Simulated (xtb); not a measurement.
BiBr₃, triplet, at a GFN2-xTB geometry (such geometries of metal compounds can be far from the true shape) (a higher spin typed on purpose: for a closed-shell molecule this is an excited state), atoms displaced at random by about 0.1 Å a coordinate. Base run: GFN2-xTB (xtb).

The xtb input:
```
$ xtb mol.xyz --gfn 2 --uhf 2 --opt --json

# file mol.xyz
4

Bi     0.03148769     0.15219730     0.03791147
Br    -1.65771690    -2.07035276     0.02354199
Br    -0.56371542     3.31436809    -0.36537020
Br     2.10306604    -1.36948563    -0.00392750
```

Each row names what was changed in the base input (with any setting that the change needs).

| change | ΔE vs base (kJ/mol) | optimiser steps |
|---|---|---|
| base | 0.00 | 8 |
| opt level = vtight | 0.00 | 10 |
| opt level = loose | 0.00 | 7 |
| alpb = hexane | -34.8 | 8 |
| opt level = lax | 0.00 | 8 |
| opt level = sloppy | 0.00 | 7 |
| engine = lbfgs | 0.00 | - |
| opt level = tight | 0.00 | 9 |
| engine = inertial | 0.09 | - |
| opt level = crude | 0.09 | 6 |
